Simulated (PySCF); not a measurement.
# Correlation energy of Br⁺ (bromine, charge +1)

[Ar] 3d10 4s2 4p4, high-spin 3P determinant. Computed with PySCF 2.14 in x2c-SVPall (5s4p3d, 32 functions), with scalar relativity by spin-free X2C-1e. Frozen: [Ar] 3d10; 6 electrons correlated.

MP2 pair energies summed by pair of shells (mhartree):

```tsv
pair	energy	share (%)
4p-4p	-37.50	48.5
4s-4p	-33.46	43.3
4s-4s	-6.29	8.1
```

Total MP2 correlation energy: -77.24 mhartree.

Same-spin part -19.05 and opposite-spin part -58.19 mhartree; SCS-MP2 scales them by 1/3 and 6/5 to -76.18 mhartree.

| level | correlation energy (mhartree) |
| --- | --- |
| CCSD | -93.23 |
| (T) | -1.12 |
| CCSD(T) | -94.35 |

Diagnostics: T1 = 0.0060, D1 = 0.0200, largest double amplitude 0.053.

Cost of the coupled-cluster step: 0.07 s of wall time on 1 thread of AMD EPYC 9R45 96-Core Processor (shared host), for 6 correlated electrons.

Iterations:

```
CC2 = 0
CCSD nocc = (np.int64(4), np.int64(2)), nmo = (18, 18)
frozen orbitals [[0, 1, 2, 3, 4, 5, 6, 7, 8, 9, 10, 11, 12, 13], [0, 1, 2, 3, 4, 5, 6, 7, 8, 9, 10, 11, 12, 13]]
max_cycle = 100
direct = 0
conv_tol = 1e-08
conv_tol_normt = 1e-06
diis_space = 8
diis_start_cycle = 0
Init t2, MP2 energy = -0.0772413804025968
Init E_corr(UCCSD) = -0.0772413804149165
cycle = 1  E_corr(UCCSD) = -0.0897159362367304  dE = -0.0124745558  norm(t1,t2) = 0.0342655
cycle = 2  E_corr(UCCSD) = -0.092213221363886  dE = -0.00249728513  norm(t1,t2) = 0.0104127
cycle = 3  E_corr(UCCSD) = -0.0932437091547336  dE = -0.00103048779  norm(t1,t2) = 0.00382616
cycle = 4  E_corr(UCCSD) = -0.0932225291830008  dE = 2.11799717e-05  norm(t1,t2) = 0.000362816
cycle = 5  E_corr(UCCSD) = -0.0932253616487796  dE = -2.83246578e-06  norm(t1,t2) = 6.46502e-05
cycle = 6  E_corr(UCCSD) = -0.0932251235246487  dE = 2.38124131e-07  norm(t1,t2) = 1.06902e-05
cycle = 7  E_corr(UCCSD) = -0.0932252121798754  dE = -8.86552266e-08  norm(t1,t2) = 2.08082e-06
cycle = 8  E_corr(UCCSD) = -0.0932251788793772  dE = 3.33004982e-08  norm(t1,t2) = 3.31646e-07
cycle = 9  E_corr(UCCSD) = -0.0932251829518995  dE = -4.07252236e-09  norm(t1,t2) = 5.05953e-08
UCCSD converged
E(UCCSD) = -2603.654735974519  E_corr = -0.09322518295189955
UCCSD(T) correction = -0.00112054463152269
```
